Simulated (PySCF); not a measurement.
Compound: CH₉NSi₃.
Geometry (PBE0-D3(BJ)/def2-SVP, Å), atoms numbered from 1 in this order:
```xyz
14
CH9NSi3 angstrom
N     -2.189   -1.659   -0.710
C     -1.462   -0.868   -0.030
Si     0.092    0.068   -0.622
Si    -0.244    2.379   -0.385
Si     1.932   -0.582    0.684
H     -1.834   -1.747   -1.671
H     -1.765   -0.706    1.024
H      0.314   -0.291   -2.061
H     -1.400    2.839   -1.213
H      0.985    3.123   -0.800
H     -0.525    2.678    1.053
H      3.160    0.153    0.251
H      2.172   -2.053    0.565
H      1.649   -0.249    2.114
```

Method: PySCF 2.14.0, density-fitted response routines, TDDFT CAM-B3LYP/def2-SVPD, vertical, gas phase, core orbitals frozen in the response.

Transition dipole moments from the ground state, in atomic units and in the frame of the coordinates above (overall signs are arbitrary), for the states with f of 0.002 or more among the lowest 8:

| state | E (eV) | μx | μy | μz |
| --- | --- | --- | --- | --- |
| S2 | 6.281 | -0.372 | -0.340 | -0.209 |
| S3 | 6.437 | -0.633 | -0.512 | -0.130 |
| S4 | 6.630 | -0.298 | -0.213 | 0.006 |
| S5 | 6.657 | -0.215 | 0.283 | -0.105 |
| S6 | 6.830 | 0.405 | -0.557 | 0.198 |
| S7 | 7.064 | 0.409 | -0.589 | 0.220 |
| S8 | 7.171 | -0.679 | -0.392 | 0.211 |

**Question.** What oscillator strength does each state have?

**Answer.** f = (2/3) ΔE |μ|² with ΔE in hartree (27.2114 eV).

```csv
state,|μ|² (au),|μ| (D),f
S2,0.298,1.39,0.046
S3,0.680,2.10,0.107
S4,0.134,0.93,0.022
S5,0.138,0.94,0.022
S6,0.513,1.82,0.086
S7,0.563,1.91,0.097
S8,0.659,2.06,0.116
```

**Question.** Which bond between heavy atoms lies closest to the direction of the S8 transition dipole?

**Answer.** C2–Si3, at 3° from it; next N1–C2 at 50°.

**Question.** What angle do the transition dipoles of S5 and S6 make?

**Answer.** |cos θ| = |μa·μb| / (|μa| |μb|) = 1.00, so θ ≈ 1° (taken between 0 and 90°, since the signs are arbitrary).

**Question.** What peak molar absorption coefficient would the strongest computed level give as a lone Gaussian band 0.3 eV wide at half height?

**Answer.** ε(max) = 2.175×10⁸ f / FWHM, with the width in cm⁻¹. S8: 2.175×10⁸ × 0.1158 / 2420 ≈ 10000 L mol⁻¹ cm⁻¹.

All these states lie below the vertical ionisation energy of 9.32 eV (ΔSCF).

One conformer stands for the species.
